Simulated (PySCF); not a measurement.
## Spin states of GaF

Unrestricted PBE0; Ga cc-pVTZ-PP with ECP10, F cc-pVTZ; scalar-relativistic core potentials (PySCF 2.14). Outer shells of the fragments: Ga 3d10 4s2 4p1; F 2s2 2p5.

Followed along the bond (rough minima from three points):

```tsv
2Ms+1	unpaired	⟨S²⟩ at the start	R at minimum (Å)	Te (eV)
1	none	0.00	1.79	0.00
3	σ ↑, π ↑	2.00	1.77	3.99
```

Solutions found at the starting distance of 1.820 Å, counted from the lowest of them; the search is not exhaustive and high or unbound solutions are not listed, so other states can lie among these:

| 2Ms+1 | unpaired | term | E (eV) | ⟨S²⟩ | ⟨Lz²⟩ | μ (D) |
| --- | --- | --- | --- | --- | --- | --- |
| 1 | none | ¹Σ⁺ | 0.00 | 0.00 | 0.00 | -2.47 |
| 3 | σ ↑, π ↑ | ³Π | 4.01 | 2.00 | 1.00 | -2.28 |
| 1 | σ ↓, π ↑ | mixed | 4.70 | 1.01 | 1.00 | -1.93 |
| 3 | σ ↑↑ | ³Σ⁺ | 6.25 | 2.00 | 0.00 | -1.15 |
| 3 | π ↑↑ | mixed | 7.52 | 2.01 | 2.01 | 2.38 |
| 3 | π ↑↑ | mixed | 7.66 | 2.01 | 2.01 | 2.47 |
| 3 | σ ↑, π ↑ | ³Π | 9.17 | 2.00 | 1.01 | 1.93 |

A term symbol is given only where ⟨S²⟩ and ⟨Lz²⟩ are close to those of a pure state; real π, δ and φ orbitals otherwise mix terms. A positive dipole means Ga(−)F(+).

Counting both spins, an empty level lies below a filled one in some of these solutions, because spin and occupation are held.
